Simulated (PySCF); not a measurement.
SMILES [O]C(CO)C (C3H7O2), doublet (B3LYP/def2-SVP optimised geometry):

```
12

C     -1.439     0.485     0.000
C      0.097     0.485     0.000
O      0.641     1.195     1.025
C      0.721    -0.914    -0.130
O      0.280    -1.487    -1.342
H     -1.812    -0.023     0.904
H     -1.821     1.517     0.000
H     -1.817    -0.050    -0.882
H      0.427     1.055    -0.910
H      0.418    -1.517     0.751
H      1.821    -0.796    -0.091
H      0.598    -2.397    -1.391
```

Computed with unrestricted B3LYP/def2-TZVP (PySCF).

What are the frontier orbital energies (α orbitals alone; a β orbital can be the lowest empty one) and the dipole moment?

HOMO-2 -8.69 eV, HOMO-1 -7.99 eV, HOMO -7.81 eV, LUMO 0.48 eV, LUMO+1 1.28 eV; dipole moment 2.08 D.

On the same geometry unrestricted PBE/def2-TZVP run with PySCF gives HOMO-2 -7.20 eV, HOMO-1 -6.54 eV, HOMO -6.25 eV, LUMO -0.03 eV, LUMO+1 0.74 eV; dipole moment 2.17 D.

Meta-Löwdin charges at B3LYP/def2-TZVP: C1 -0.34, C2 0.15, O3 -0.30, C4 0.00, O5 -0.54, H6 0.11, H7 0.12, H8 0.13, H9 0.14, H10 0.09, H11 0.10, H12 0.34.
